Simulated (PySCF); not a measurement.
A structure optimised at PBE0-D3(BJ)/def2-SVP, used in a PySCF frequency run:

```xyz
9

Zn     0.1762     0.0994     0.0000
Cl    -0.2352     2.1794     0.0000
C      0.5579    -1.8066     0.0000
C     -0.6700    -2.7132     0.0000
H      1.1920    -2.0128    -0.8795
H      1.1920    -2.0128     0.8795
H     -1.3059    -2.5533     0.8851
H     -1.3059    -2.5533    -0.8851
H     -0.3863    -3.7796     0.0000
```
Charge 0, spin multiplicity 1.

Write its SMILES, formula and point group.

C[CH2][Zn][Cl], C2H5ClZn, Cs

What are its rotational constants (standard atomic weights)?

22.315, 1.5155, 1.4446 GHz
